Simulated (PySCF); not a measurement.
C6H4BrF.
Atom-mapped SMILES: `[F:1][c:2]1[cH:3][cH:4][cH:5][c:6]([Br:7])[cH:8]1` (hydrogens: H9 on C3; H10 on C4; H11 on C5; H12 on C8)

Level of theory: PBE0-D3(BJ)/def2-SVP geometry optimisation, gas phase in PySCF.

**Question.** List the bond lengths and angles at this level.

**Answer.** 
```
  bond  length (Å)
 F1–C2       1.330
 C2–C3       1.390
 C3–C4       1.393
 C4–C5       1.394
 C5–C6       1.395
C6–Br7       1.886
 C6–C8       1.393
 C2–C8       1.390
 C3–H9       1.091
C4–H10       1.092
C5–H11       1.091
C8–H12       1.090
```

A selection of angles:
```
    angle  degrees
 F1–C2–C3    119.3
 F1–C2–C8    118.6
 C3–C2–C8    122.1
 C2–C3–C4    118.5
 C3–C4–C5    121.1
 C4–C5–C6    118.8
C5–C6–Br7    119.5
 C5–C6–C8    121.4
Br7–C6–C8    119.1
 C2–C8–C6    118.1
```

The 6-membered ring C2–C3–C4–C5–C6–C8 has internal angles of 118.1° to 122.1° (sum 720°, against 720° for a flat polygon); it is planar, 0.00 Å rms from its mean plane, widest ring torsion 0°. The 8 heavy atoms lie in one plane (0.000 Å rms).

Point group: Cs (tolerance 0.08 Å). No frequency check.
